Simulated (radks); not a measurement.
The numbers below are computed, except where a source is named.
Question: Pt, configuration [Xe] 4f14 5d8 6s1.5 6p0.5 (fractional occupations, a model configuration). Code: a radial shooting solver on a logarithmic mesh with Libxc functionals. Model: Dirac Kohn-Sham, PBEsol, spin-unpolarised, spherical densities, point nucleus; open shells fill j = l - 1/2 first.

Spin-orbit splittings of the eigenvalues, e(l+1/2) - e(l-1/2), with zeta = 2 splitting/(2l+1) and mean radii in bohr:

shell  occ.  splitting (eV)  zeta (eV)  <r> j=l-1/2  <r> j=l+1/2
2p        6            1728       1152      0.05907      0.06750
3p        6           379.9      253.3       0.1768       0.1923
3d       10           81.89      32.76       0.1676       0.1724
4p        6           90.56      60.38       0.4180       0.4519
4d       10               ?          ?       0.4618       0.4731
4f       14           3.455     0.9872       0.5125       0.5198
5p        6           15.08      10.06        1.032        1.131
5d        8           1.422     0.5689        1.590        1.664
6p      0.5          0.6771     0.4514        3.967        4.664

Estimate the 4d splitting.

Answer: 16.84 eV (zeta = 6.735 eV).
